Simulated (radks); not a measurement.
The numbers below are computed, except where a source is named.
Numerical settings for the terbium ion Tb2+, [Xe] 4f9. Level of theory: Dirac Kohn-Sham, PBE, spin-unpolarised, spherical densities, finite nucleus; open shells are shared between the two j in proportion to 2j + 1; Fermi nuclear charge, rms radius 5.06 fm (a radial shooting solver on a logarithmic mesh with Libxc functionals). The defaults (mesh step 0.008 in ln r, mesh end at 40 bohr or more with all orbitals vanishing there, Anderson mixing 0.5 over 9 steps, residual threshold near 1e-9 with the energy settled to 1e-9 hartree or 1e-11 of itself, here a cap of 69 iterations) give E = -11717.2923 hartree and 4f7/2 at -16.460 eV in 15 iterations. Times are rough (one thread of a shared host). Changes against that run (0 stands for a change within the tolerance of the run):

setting                    iterations  converged  E (mhartree)  e(4f7/2) (meV)  CPU (s)
mesh step in ln r 0.005            15        yes             0               0     0.22
mesh step in ln r 0.012            15        yes             0               0      0.1
mesh step in ln r 0.05             15        yes       -0.0302         -0.0432     0.03
mesh end (bohr) 12                 15        yes             0               0     0.13
mesh end (bohr) 8                  15        yes       +0.0107           +1.43     0.13
residual threshold 0.1             11        yes             0         +0.0501     0.12
residual threshold 1e-13           40        yes             0               0     0.24
mixing 1.5                         14        yes             0               0     0.13
linear mixing, mixing 0.2          69         no             0               0     0.45
linear mixing, mixing 1            69         no      +1.5e+05       -7.88e+05      1.9
mixing history 2                   29        yes             0               0     0.21
iteration cap 8                     8         no       +0.0283             +64     0.08

No run marked as converged misses the energy by more than 1 mhartree. A mesh that ends early acts as a hard wall.
